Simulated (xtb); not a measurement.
F$_{2}$Ge, charge +1, doublet, at a GFN2-xTB geometry of the parent state (a state made from the parent by changing its charge; the spin is typed, not shown lowest); GFN1-xTB (xtb).

Input for xtb:
```
$ xtb mol.xyz --gfn 1 --chrg 1 --uhf 1 --json

# file mol.xyz
3

Ge     0.01273408    -0.00945855     0.40380931
F      0.85130033     1.56847282    -0.70909783
F     -0.89657706    -1.53484242    -0.72666861
```

Write the output that xtb gives for this input, abridged.


```
   ID    Z sym.   atoms
    1   32 Ge     1
    2    9 F      2, 3

           -------------------------------------------------
          |                Calculation Setup                |
           -------------------------------------------------

           -------------------------------------------------
          |                 G F N 1 - x T B                 |
           -------------------------------------------------

          ...................................................
          :                      SETUP                      :
          :.................................................:
          :  # basis functions                  18          :
          :  # atomic orbitals                  17          :
          :  # shells                            7          :
          :  # electrons                        17          :
          :  # halogen bonds                     0          :
          :  max. iterations                   250          :
          :  Hamiltonian                  GFN1-xTB          :
          :  restarted?                      false          :
          :  GBSA solvation                  false          :
          :  PC potential                    false          :
          :  electronic temp.          300.0000000     K    :
          :  accuracy                    1.0000000          :
          :  -> integral cutoff          0.2500000E+02      :
          :  -> integral neglect         0.1000000E-07      :
          :  -> SCF convergence          0.1000000E-05 Eh   :
          :  -> wf. convergence          0.2000000E-04 e    :
          :  Broyden damping             0.4000000          :
          :  net charge                          1          :
          :  unpaired electrons                  1          :
          ...................................................

 iter      E             dE          RMSdq      gap      omega  full diag
   1    -11.0937143 -0.110937E+02  0.936E+00    3.63       0.0  T
   2    -10.6049979  0.488716E+00  0.851E+00    5.83       1.0  T
   3    -11.0490186 -0.444021E+00  0.452E+00    2.85       1.0  T
   4    -11.3278553 -0.278837E+00  0.192E+00    3.91       1.0  T
   5    -11.3297615 -0.190625E-02  0.175E+00    3.85       1.0  T
   6    -11.3387690 -0.900746E-02  0.253E-01    3.29       1.0  T
   7    -11.3389676 -0.198605E-03  0.617E-02    3.36       1.0  T
   8    -11.3389630  0.465045E-05  0.512E-02    3.36       1.1  T
   9    -11.3389682 -0.525425E-05  0.665E-03    3.37       8.7  T
  10    -11.3389682 -0.350146E-07  0.285E-03    3.37      20.2  T
  11    -11.3389683 -0.512503E-08  0.679E-05    3.37     850.6  T
  12    -11.3389683 -0.643219E-11  0.674E-06    3.37    8569.7  T

   *** convergence criteria satisfied after 12 iterations ***

         :::::::::::::::::::::::::::::::::::::::::::::::::::::
         ::                     SUMMARY                     ::
         :::::::::::::::::::::::::::::::::::::::::::::::::::::
         :: total energy             -11.339135460983 Eh    ::
         :: gradient norm              0.075730428655 Eh/a0 ::
         :: HOMO-LUMO gap              3.370010526060 eV    ::
         ::.................................................::
         :: SCC energy               -11.338968251545 Eh    ::
         :: -> electrostatic           0.150692155687 Eh    ::
         :: repulsion energy           0.000196640576 Eh    ::
         :: dispersion energy         -0.000363850014 Eh    ::
         :: halogen bond corr.         0.000000000000 Eh    ::
         :: add. restraining           0.000000000000 Eh    ::
         :: total charge               1.000000000000 e     ::
         :::::::::::::::::::::::::::::::::::::::::::::::::::::

           -------------------------------------------------
          |                Property Printout                |
           -------------------------------------------------

    * Orbital Energies and Occupations

         #    Occupation            Energy/Eh            Energy/eV
      -------------------------------------------------------------
         1        2.0000           -1.0753900             -29.2629
         2        2.0000           -1.0737766             -29.2189
         3        2.0000           -0.8918793             -24.2693
         4        2.0000           -0.8018867             -21.8204
         5        2.0000           -0.7935413             -21.5934
         6        2.0000           -0.7896761             -21.4882
         7        2.0000           -0.7895074             -21.4836
         8        2.0000           -0.7841536             -21.3379
         9        1.0000           -0.7632917             -20.7702 (HOMO)
        10                         -0.6394461             -17.4002 (LUMO)
        11                         -0.5947875             -16.1850
        12                         -0.5581465             -15.1879
        13                         -0.5047082             -13.7338
        14                         -0.4970021             -13.5241
        15                         -0.4864574             -13.2372
        16                         -0.4376370             -11.9087
        17                         -0.3887440             -10.5783
      -------------------------------------------------------------
                  HL-Gap            0.1238456 Eh            3.3700 eV
             Fermi-level           -0.7375442 Eh          -20.0696 eV

  Mulliken/CM5 charges         n(s)   n(p)   n(d)
     1Ge    1.15677  1.16354   1.826  0.628  0.389
     2F    -0.07839 -0.08177   1.895  5.184  0.000
     3F    -0.07839 -0.08177   1.895  5.184  0.000

Wiberg/Mayer (AO) data.
largest (>0.10) Wiberg bond orders for each atom

 ---------------------------------------------------------------------------
     #   Z sym  total        # sym  WBO       # sym  WBO       # sym  WBO
 ---------------------------------------------------------------------------
     1  32 Ge   2.041 --     3 F    1.021     2 F    1.021
     2   9 F    1.278 --     1 Ge   1.021     3 F    0.257
     3   9 F    1.278 --     1 Ge   1.021     2 F    0.257
 ---------------------------------------------------------------------------

Topologies differ in total number of bonds
Writing topology from bond orders to xtbtopo.mol

 dipole moment from electron density (au)
     X       Y       Z
   0.0502  -0.0373   1.5926  total (Debye):    4.051

           -------------------------------------------------
          | TOTAL ENERGY              -11.339135460983 Eh   |
          | GRADIENT NORM               0.075730428655 Eh/α |
          | HOMO-LUMO GAP               3.370010526060 eV   |
           -------------------------------------------------

normal termination of xtb
```
